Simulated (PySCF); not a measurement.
PySCF input (M06-L/def2-TZVPD):

```python
from pyscf import gto, scf, dft

mol = gto.M(
    atom='''
    Si    0.01124788   -0.00359113   -0.00247247
    O     1.51759205   -0.48452443   -0.33359132
    F    -0.60554121   -0.36198098    1.34622113
    F    -0.76092620    0.79825557   -1.04584945
    ''',
    basis='def2-tzvpd',
    charge=1,
    spin=1,
    verbose=4,
)

mf = dft.UKS(mol, xc='m06l').density_fit(auxbasis='def2-universal-jkfit')
mf.grids.level = 4
mf.conv_tol = 1e-9
mf.max_cycle = 100
mf.max_memory = 1500
mf.kernel()
if not mf.converged:
    mf = mf.newton()
    mf.kernel(mf.make_rdm1())
for _ in range(2):
    mo, _, stable, _ = mf.stability(return_status=True)
    if stable:
        break
    mf.kernel(mf.make_rdm1(mo, mf.mo_occ))
mf.analyze()
```

Output:

```
PySCF version 2.14.0

[INPUT] verbose = 4
[INPUT] num. atoms = 4
[INPUT] num. electrons = 39
[INPUT] charge = 1
[INPUT] spin (= nelec alpha-beta = 2S) = 1
[INPUT] symmetry False subgroup None
[INPUT] Mole.unit = angstrom
[INPUT] Symbol           X                Y                Z      unit          X                Y                Z       unit  Magmom
[INPUT]  1 Si     0.011247880000  -0.003591130000  -0.002472470000 AA    0.021255412682  -0.006786252178  -0.004672291151 Bohr   0.0
[INPUT]  2 O      1.517592050000  -0.484524430000  -0.333591320000 AA    2.867833343317  -0.915618473361  -0.630396232332 Bohr   0.0
[INPUT]  3 F     -0.605541210000  -0.361980980000   1.346221130000 AA   -1.144307044038  -0.684044914502   2.543989238802 Bohr   0.0
[INPUT]  4 F     -0.760926200000   0.798255570000  -1.045849450000 AA   -1.437942119006   1.508484404709  -1.976369028027 Bohr   0.0

nuclear repulsion = 168.301419203265
number of shells = 57
number of NR pGTOs = 234
number of NR cGTOs = 163
basis = def2-tzvpd
ecp = {}

******** <class 'pyscf.df.df_jk.DFUKS'> ********
method = DFUKS
initial guess = minao
damping factor = 0
level_shift factor = 0
DIIS = <class 'pyscf.scf.diis.CDIIS'>
diis_start_cycle = 1
diis_space = 8
diis_damp = 0
SCF conv_tol = 1e-09
SCF conv_tol_grad = None
SCF max_cycles = 100
direct_scf = False
number electrons alpha = 20  beta = 19
XC library pyscf.dft.libxc version 7.1.2
    S. Lehtola, C. Steigemann, M. J. T. Oliveira, and M. A. L. Marques,  SoftwareX 7, 1–5 (2018)
XC functionals = m06l
    Y. Zhao and D. G. Truhlar,  J. Chem. Phys. 125, 194101 (2006)
    Y. Zhao and D. G. Truhlar,  J. Chem. Phys. 125, 194101 (2006)
    Y. Zhao and D. G. Truhlar,  Theor. Chem. Acc. 120, 215 (2008)
radial grids:
    Treutler-Ahlrichs [JCP 102, 346 (1995); DOI:10.1063/1.469408] (M4) radial grids

becke partition: Becke, JCP 88, 2547 (1988); DOI:10.1063/1.454033
pruning grids: <function nwchem_prune>
grids dens level: 4
symmetrized grids: False
atomic radii adjust function: <function treutler_atomic_radii_adjust>
small_rho_cutoff = 0
Set gradient conv threshold to 3.16228e-05
tot grids = 114856
init E= -564.950743877955
  alpha nocc = 20  HOMO = -0.416273485416817  LUMO = -0.126435975064481
  beta  nocc = 19  HOMO = -0.421629262027486  LUMO = -0.416273485416817

WARN: HOMO -0.416273485416817 >= LUMO -0.416273485416817

cycle= 1 E= -564.062200137035  delta_E= 0.889  |g|= 0.609  |ddm|= 1.52
[...]
  beta  nocc = 19  HOMO = -0.61415520035354  LUMO = -0.525189045613402
  HOMO = -0.614155200354  LUMO = -0.525189045613  gap/eV = 2.42089
Extra cycle  E= -564.196497943828  delta_E= 3.34e-11  |g|= 1.3e-05  |ddm|= 1.25e-05
converged SCF energy = -564.196497943828  <S^2> = 0.75640015  2S+1 = 2.0063899
uhf_internal: lowest eigs of H = [0.86037907 0.93327706 0.94131544]
<class 'pyscf.df.df_jk.DFUKS'> wavefunction is stable in the internal stability analysis
**** SCF Summaries ****
Total Energy =                        -564.196497943828490
Nuclear Repulsion Energy =             168.301419203265311
One-electron Energy =                -1106.554087122833835
Two-electron Energy =                  374.056169975740090
Two-electron Coulomb Energy =          424.292556150087819
DFT Exchange-Correlation Energy =      -50.236386174347722
HOMO-LUMO gap [eV] =                     2.420892379348945
**** MO energy ****
                             alpha | beta                alpha | beta
MO #1   energy= -66.2509881712768  | -66.2513203164997  occ= 1 | 1
MO #2   energy= -24.8218969789481  | -24.8212992496461  occ= 1 | 1
MO #3   energy= -24.8218907117339  | -24.8212924550991  occ= 1 | 1
MO #4   energy= -19.3630649394469  | -19.3404478247158  occ= 1 | 1
MO #5   energy= -5.65951134573627  | -5.65977209744296  occ= 1 | 1
MO #6   energy= -3.97412299856852  | -3.9748210341853   occ= 1 | 1
MO #7   energy= -3.96695090019813  | -3.96713239504     occ= 1 | 1
MO #8   energy= -3.96564097895292  | -3.96601976988577  occ= 1 | 1
MO #9   energy= -1.50978628189812  | -1.50838942367079  occ= 1 | 1
MO #10  energy= -1.49505085712664  | -1.49374465575524  occ= 1 | 1
MO #11  energy= -1.31304457728144  | -1.20938533211301  occ= 1 | 1
MO #12  energy= -0.824401821977155 | -0.820251508786416 occ= 1 | 1
MO #13  energy= -0.771766643602075 | -0.767753350580703 occ= 1 | 1
MO #14  energy= -0.736469539224203 | -0.728403161358922 occ= 1 | 1
MO #15  energy= -0.72916126181907  | -0.726635769256397 occ= 1 | 1
MO #16  energy= -0.712698885649597 | -0.703718009449095 occ= 1 | 1
MO #17  energy= -0.704311736918178 | -0.694880827465796 occ= 1 | 1
MO #18  energy= -0.695730317838736 | -0.668294247618836 occ= 1 | 1
MO #19  energy= -0.679316975493269 | -0.61415520035354  occ= 1 | 1
MO #20  energy= -0.64478997652308  | -0.525189045613402 occ= 1 | 0
MO #21  energy= -0.36281992747313  | -0.359586876801753 occ= 0 | 0
MO #22  energy= -0.317598228583345 | -0.317354600702775 occ= 0 | 0
MO #23  energy= -0.155433098381258 | -0.146329964360782 occ= 0 | 0
MO #24  energy= -0.14777312769536  | -0.139500477805716 occ= 0 | 0
MO #25  energy= -0.128714251762866 | -0.130468566551373 occ= 0 | 0
MO #26  energy= -0.0933260500222928 | -0.0960141240942557 occ= 0 | 0
MO #27  energy= -0.0745954272015899 | -0.0724554702513913 occ= 0 | 0
MO #28  energy= -0.0700609066405666 | -0.0709394237506363 occ= 0 | 0
MO #29  energy= -0.0694041586010287 | -0.0682969598956091 occ= 0 | 0
MO #30  energy= -0.0673595004905189 | -0.066000778563066 occ= 0 | 0
MO #31  energy= -0.0651250261269091 | -0.0644196408563573 occ= 0 | 0
MO #32  energy= -0.0598493983457476 | -0.0550589976098776 occ= 0 | 0
MO #33  energy= -0.0527810725972237 | -0.0523532565345513 occ= 0 | 0
MO #34  energy= -0.00601338806965013 | -0.0117216796723777 occ= 0 | 0
MO #35  energy= -0.00318979761739968 | -0.00555154233678867 occ= 0 | 0
MO #36  energy= 0.00700672526378884 | 0.0063237125351473 occ= 0 | 0
MO #37  energy= 0.0138807657838137 | 0.0176035775876949 occ= 0 | 0
MO #38  energy= 0.051481490715374  | 0.0541876712265836 occ= 0 | 0
MO #39  energy= 0.0562879519825285 | 0.0542815179910793 occ= 0 | 0
MO #40  energy= 0.0854821113930051 | 0.0829810732458592 occ= 0 | 0
MO #41  energy= 0.0940489372175797 | 0.0949020341768186 occ= 0 | 0
MO #42  energy= 0.103992043451322  | 0.102573877216695  occ= 0 | 0
MO #43  energy= 0.107456441951791  | 0.104982002317607  occ= 0 | 0
MO #44  energy= 0.134406214400262  | 0.129108069321966  occ= 0 | 0
MO #45  energy= 0.140413351729733  | 0.141025589843424  occ= 0 | 0
MO #46  energy= 0.152385763914073  | 0.151662031851235  occ= 0 | 0
MO #47  energy= 0.176425372342406  | 0.173414042750441  occ= 0 | 0
MO #48  energy= 0.185751351004897  | 0.186494839690509  occ= 0 | 0
MO #49  energy= 0.232341851072427  | 0.229682609038213  occ= 0 | 0
MO #50  energy= 0.280963525127662  | 0.276986167917375  occ= 0 | 0
MO #51  energy= 0.288019057374935  | 0.278426039861648  occ= 0 | 0
MO #52  energy= 0.301177989975752  | 0.303926539682595  occ= 0 | 0
MO #53  energy= 0.32059579236597   | 0.319318012630345  occ= 0 | 0
MO #54  energy= 0.326663142776708  | 0.326571163871968  occ= 0 | 0
MO #55  energy= 0.338305874171234  | 0.346903420670728  occ= 0 | 0
MO #56  energy= 0.348912814599897  | 0.348050553431624  occ= 0 | 0
MO #57  energy= 0.36553776915747   | 0.365282377756504  occ= 0 | 0
MO #58  energy= 0.394146689727837  | 0.393765605458558  occ= 0 | 0
MO #59  energy= 0.414032530682218  | 0.415879978825152  occ= 0 | 0
MO #60  energy= 0.430310576856923  | 0.429747073077148  occ= 0 | 0
MO #61  energy= 0.432598598736886  | 0.433109551610796  occ= 0 | 0
MO #62  energy= 0.435256132126989  | 0.435255870123978  occ= 0 | 0
MO #63  energy= 0.459782725397915  | 0.459356932123177  occ= 0 | 0
MO #64  energy= 0.498828122122454  | 0.497554735849675  occ= 0 | 0
MO #65  energy= 0.51266046483554   | 0.508575026568096  occ= 0 | 0
MO #66  energy= 0.522987898330726  | 0.528004439786241  occ= 0 | 0
MO #67  energy= 0.558199356009845  | 0.562740553713985  occ= 0 | 0
MO #68  energy= 0.609963294100029  | 0.615048052888049  occ= 0 | 0
MO #69  energy= 0.610515013411616  | 0.620153748944849  occ= 0 | 0
MO #70  energy= 0.676768039510606  | 0.675912452923448  occ= 0 | 0
MO #71  energy= 0.678248405956192  | 0.680526336731639  occ= 0 | 0
MO #72  energy= 0.718152766453571  | 0.722257520238531  occ= 0 | 0
MO #73  energy= 0.728840584087188  | 0.72918153354941   occ= 0 | 0
MO #74  energy= 0.771773710624106  | 0.77140089804183   occ= 0 | 0
MO #75  energy= 0.794212927949932  | 0.792396591475002  occ= 0 | 0
MO #76  energy= 0.80092252093564   | 0.801167071122577  occ= 0 | 0
MO #77  energy= 0.802700442896693  | 0.804529386794016  occ= 0 | 0
MO #78  energy= 0.818159260730527  | 0.821703056493066  occ= 0 | 0
MO #79  energy= 0.873741359842264  | 0.871950157236381  occ= 0 | 0
MO #80  energy= 0.881508971889526  | 0.872902767649345  occ= 0 | 0
MO #81  energy= 0.931845265809529  | 0.932483435584608  occ= 0 | 0
MO #82  energy= 0.946263271940207  | 0.945760486595368  occ= 0 | 0
MO #83  energy= 1.00755188008256   | 1.01242619314251   occ= 0 | 0
MO #84  energy= 1.01631059601709   | 1.01797248143193   occ= 0 | 0
MO #85  energy= 1.03549701851262   | 1.03504472614179   occ= 0 | 0
MO #86  energy= 1.06059767875812   | 1.06277242375075   occ= 0 | 0
MO #87  energy= 1.06208291560135   | 1.06769712105573   occ= 0 | 0
MO #88  energy= 1.13162980233131   | 1.13149209056456   occ= 0 | 0
MO #89  energy= 1.15649764591572   | 1.16918186040954   occ= 0 | 0
MO #90  energy= 1.24218684589682   | 1.24096577929969   occ= 0 | 0
MO #91  energy= 1.33125332826022   | 1.35062098654711   occ= 0 | 0
MO #92  energy= 1.4663533450322    | 1.51245617118432   occ= 0 | 0
MO #93  energy= 1.54827786900936   | 1.54562365672317   occ= 0 | 0
MO #94  energy= 1.54985818080878   | 1.5501125812405    occ= 0 | 0
MO #95  energy= 1.63073239868178   | 1.66324364967021   occ= 0 | 0
MO #96  energy= 1.72761869860603   | 1.73557404333584   occ= 0 | 0
MO #97  energy= 1.76217462461553   | 1.79686372280579   occ= 0 | 0
MO #98  energy= 1.99256690606102   | 1.99394948996075   occ= 0 | 0
MO #99  energy= 1.99481016048451   | 2.00338957185815   occ= 0 | 0
MO #100 energy= 2.0455976021792    | 2.04653852493213   occ= 0 | 0
MO #101 energy= 2.06244514261907   | 2.06434499320946   occ= 0 | 0
MO #102 energy= 2.12182052390434   | 2.12341934968608   occ= 0 | 0
MO #103 energy= 2.17340995392348   | 2.17446360729663   occ= 0 | 0
MO #104 energy= 2.21838887630624   | 2.21842087952133   occ= 0 | 0
[...]
```
